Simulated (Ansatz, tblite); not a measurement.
Adding an electron: K3Na⁺. Total charge 1; doublet. Geometry: PBE0/def2-TZVP. Ansatz, gas phase; energy differences of separate SCF runs; the reduced species is a singlet (the triplet lies 0.22 eV higher at PBE0/def2-TZVP).

```xyz
4

Na    0.5744   -0.0920    1.1208
K    -0.9017    0.1768   -2.2965
K    -0.2146   -3.9101   -0.4011
K     0.5418    3.8254    1.5768
```

The xTB rows come from tblite. The structure comes from a short search, and lower isomers may exist.

Question: Estimate orbital energies and vertical electron affinities at: GFN1-xTB; GFN2-xTB; PBE/def2-TZVP; r2SCAN/def2-TZVP; PBE0/def2-TZVP.

Answer: 
```csv
level,−HOMO (eV),−LUMO (eV),vertical EA (eV),HOMO–LUMO gap (eV),remarks
GFN1-xTB,–,–,10.27,–,–
GFN2-xTB,–,–,6.14,–,–
PBE/def2-TZVP,5.27,4.82,3.52,0.45,"restricted singlet, untested (singlet)"
r2SCAN/def2-TZVP,5.25,4.23,3.24,1.02,"restricted singlet, untested (singlet), spin-contaminated (⟨S²⟩ 0.83) (+1 doublet)"
PBE0/def2-TZVP,5.64,4.27,3.40,1.37,"restricted singlet, untested (singlet)"
```

  HOMO and LUMO are the levels of the spin that leaves or enters (xTB has no such levels and no spin-polarisation term). Other spin states of the ions may lie lower, which would lower the ionisation energy or raise the affinity. Raw xTB energy differences between charge states are shifted by several eV; the methods need an empirical correction for them.
